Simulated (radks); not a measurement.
Task: All-electron atom: Cl3+ in [Ne] 3s2 3p2 (the NIST ground configuration). Calculated with a radial shooting solver on a logarithmic mesh with Libxc functionals: Dirac Kohn-Sham, LDA (Slater exchange, Perdew-Wang correlation), spin-unpolarised, spherical densities, finite nucleus; open shells fill j = l - 1/2 first; Fermi nuclear charge, rms radius 3.3654 fm. Some entries of the table are withheld. Estimate them.

| orbital | occ. | eigenvalue (hartree) | r(max) (bohr) | <1/r> (bohr^-1) |
|---|---|---|---|---|
| 1s1/2 | 2 | -102.4591 | 0.05962 | 16.63 |
| 2s1/2 | 2 | -10.89460 | (1) | 3.309 |
| 2p1/2 | 2 | -8.73494 | 0.2996 | (2) |
| 2p3/2 | 4 | -8.67232 | 0.3014 | (3) |
| 3s1/2 | 2 | -2.16122 | 1.224 | (4) |
| 3p1/2 | 2 | (5) | 1.301 | 0.9003 |
| 3p3/2 | 0 | (6) | 1.306 | 0.8962 |
| 3d3/2 | 0 | (7) | 1.456 | 0.6812 |
| 3d5/2 | 0 | (8) | 1.457 | 0.6807 |
| 4s1/2 | 0 | -0.74646 | 3.060 | 0.4228 |
| 4p1/2 | 0 | -0.60606 | (9) | 0.3790 |
| 4p3/2 | 0 | -0.60440 | (10) | 0.3778 |
| 4f5/2 | 0 | -0.32622 | 4.067 | 0.2437 |
| 4f7/2 | 0 | -0.32621 | 4.067 | 0.2436 |

Result: 
(1) 2s1/2 r(max) (bohr): 0.3625
(2) 2p1/2 <1/r> (bohr^-1): 3.229
(3) 2p3/2 <1/r> (bohr^-1): 3.204
(4) 3s1/2 <1/r> (bohr^-1): 0.9977
(5) 3p1/2 eigenvalue (hartree): -1.66507
(6) 3p3/2 eigenvalue (hartree): -1.65815
(7) 3d3/2 eigenvalue (hartree): -0.96069
(8) 3d5/2 eigenvalue (hartree): -0.96026
(9) 4p1/2 r(max) (bohr): 3.422
(10) 4p3/2 r(max) (bohr): 3.431
